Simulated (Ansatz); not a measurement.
Relaxation of CH$_{7}$AlBNO (12 atoms, charge 0, multiplicity 1), to a largest force component of 0.015 eV/Å in at most 40 steps.

The calculation used RKS PBE-D4/STO-3G in Ansatz 0.2.0.

```xyz
12
Properties=species:S:1:pos:R:3
B -0.412 -0.434 1.593
C 0.335 0.226 0.350
N 1.678 -0.269 0.325
Al -0.536 -0.284 -1.335
O -1.304 0.992 -2.448
H -0.563 -1.545 1.698
H -0.915 0.325 2.396
H 0.374 1.355 0.423
H 2.214 0.185 -0.427
H 2.200 0.081 1.219
H -0.787 -1.837 -1.685
H -2.206 1.150 -2.074
```

Question: Where does it end, and by what steps?

Answer: The forces met the threshold. Limits of this set-up: minimal basis. After 18 steps the energy has fallen by 2.860 eV; H12 moved furthest, 1.41 Å. Joined: B1–Al4, N3–Al4.

```csv
step,energy less start (eV),largest force component (eV/Å),accepted
0,0.0000,3.711,yes
1,-0.8081,1.620,yes
2,-1.1102,1.569,yes
3,-1.3329,2.256,yes
4,-1.6124,1.544,yes
5,-1.8466,1.146,yes
6,-2.1047,0.568,yes
7,-2.3282,0.927,yes
8,-2.5582,0.879,yes
9,-2.7156,1.441,yes
10,-2.8013,0.466,yes
11,-2.8345,0.346,yes
12,-2.8360,0.254,yes
13,-2.8564,0.213,yes
14,-2.8443,0.364,no
15,-2.8598,0.023,yes
16,-2.8600,0.018,yes
17,-2.8600,0.017,yes
18,-2.8600,0.004,yes
```

```xyz
12
Properties=species:S:1:pos:R:3
B -0.556 -0.354 1.582
C 0.175 0.538 0.697
N 1.285 -0.011 -0.246
Al -0.468 -0.497 -0.944
O -1.014 0.517 -2.227
H -0.240 -1.482 1.704
H -1.497 0.055 2.153
H 0.073 1.630 0.571
H 1.923 0.762 -0.584
H 1.892 -0.710 0.267
H -0.644 -1.983 -1.048
H -0.852 1.480 -1.890
```

Run time: 41 s on 1 thread of Intel(R) Xeon(R) Platinum 8488C (Sapphire Rapids), on a shared host, peak memory 0.2 GiB.
